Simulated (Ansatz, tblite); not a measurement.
Forces on Na₁₄Cl₁₄ (relaxed from a model of (NaCl)14 cage of four- and six-membered rings, whose bonding it doesn't keep) at its r2SCAN-D4/def2-SVP geometry. Charge 0, multiplicity 1.

The xTB rows come from tblite. Single mean-field runs in def2-TZVP are fitted with def2-universal-jkfit.

GFN1-xTB (tblite), largest force 0.23 eV/Å:

```xyz
28
positions Å, forces eV/Å
Cl    4.583    0.648    3.690   -0.082   -0.074   -0.190
Cl    4.433   -2.301    1.078   -0.080    0.051    0.040
Cl    1.732   -3.842    3.526    0.037    0.116   -0.183
Cl    1.110   -0.259    2.247    0.055   -0.034   -0.058
Cl    0.762    3.326    1.240    0.002   -0.028   -0.078
Cl    3.865    1.357   -0.159   -0.058   -0.046    0.068
Cl    0.959   -3.319   -0.320    0.019    0.076    0.085
Cl   -2.252   -1.386    1.003    0.001   -0.021   -0.081
Cl   -3.251   -2.775   -2.557   -0.016    0.204    0.084
Cl   -6.091   -0.329   -1.428    0.214    0.021   -0.017
Cl   -2.713    2.741   -0.298    0.016   -0.020   -0.083
Cl    0.217    4.223   -2.558   -0.059   -0.132    0.184
Cl    0.271    0.371   -1.575   -0.030    0.015    0.056
Cl   -3.677    1.519   -3.915    0.023   -0.103    0.181
Na    3.147   -1.585    3.454   -0.035    0.024   -0.046
Na    5.538    0.040    1.364   -0.195   -0.010    0.034
Na    2.804   -4.331    1.223   -0.077    0.176    0.036
Na   -0.138   -2.614    2.100    0.049    0.064   -0.029
Na    2.709    1.888    2.300   -0.035   -0.057   -0.032
Na    1.803    2.628   -1.204   -0.044   -0.051    0.026
Na    2.318   -0.931   -0.148   -0.048    0.027   -0.005
Na   -1.039   -1.993   -1.416    0.026   -0.031    0.045
Na   -4.412   -1.972   -0.338    0.076    0.074   -0.083
Na   -0.885    1.043    0.890    0.027   -0.024    0.001
Na   -0.899    4.637   -0.262    0.072   -0.192   -0.047
Na   -4.819    1.914   -1.587    0.083   -0.094   -0.026
Na   -4.647   -0.862   -3.601    0.047    0.034    0.104
Na   -1.428    2.165   -2.750    0.013    0.036    0.015
```

GFN2-xTB (tblite), largest force 0.51 eV/Å:

```
Cl -0.194 -0.149 -0.411
Cl -0.254 0.160 0.113
Cl 0.067 0.258 -0.393
Cl 0.126 -0.070 -0.234
Cl 0.003 -0.178 -0.236
Cl -0.216 -0.121 0.209
Cl 0.014 0.253 0.240
Cl 0.125 -0.022 -0.207
Cl -0.013 0.397 0.202
Cl 0.416 0.027 -0.064
Cl 0.142 -0.074 -0.180
Cl -0.118 -0.303 0.393
Cl -0.073 0.057 0.217
Cl 0.046 -0.188 0.379
Na -0.035 0.017 0.086
Na -0.131 -0.017 0.010
Na -0.049 0.125 0.005
Na -0.029 0.063 0.041
Na -0.077 0.022 0.054
Na 0.057 -0.019 -0.049
Na -0.019 0.001 -0.082
Na 0.024 -0.145 -0.048
Na 0.048 0.075 -0.040
Na -0.037 -0.011 0.096
Na 0.064 -0.156 -0.018
Na 0.059 -0.077 0.019
Na 0.067 0.007 0.042
Na -0.012 0.067 -0.147
```

PBE-D4/def2-TZVP (Ansatz), largest force 0.14 eV/Å:

```
Cl 0.052 0.035 0.088
Cl 0.074 -0.042 -0.035
Cl -0.012 -0.064 0.084
Cl -0.023 0.017 0.029
Cl 0.000 0.049 0.058
Cl 0.053 0.027 -0.057
Cl 0.004 -0.049 -0.058
Cl -0.029 0.020 0.045
Cl 0.008 -0.090 -0.058
Cl -0.132 -0.001 0.035
Cl -0.039 0.008 0.053
Cl 0.027 0.065 -0.078
Cl 0.010 -0.013 -0.031
Cl -0.004 0.037 -0.102
Na 0.021 -0.020 0.048
Na 0.060 0.012 0.003
Na 0.013 -0.061 0.000
Na -0.040 -0.041 0.024
Na 0.028 0.038 0.029
Na 0.021 0.031 -0.017
Na 0.021 -0.015 -0.036
Na -0.013 -0.008 -0.026
Na -0.016 -0.027 0.033
Na -0.030 0.010 0.028
Na -0.023 0.059 0.003
Na -0.028 0.035 0.013
Na -0.009 -0.020 -0.044
Na 0.006 0.005 -0.030
```
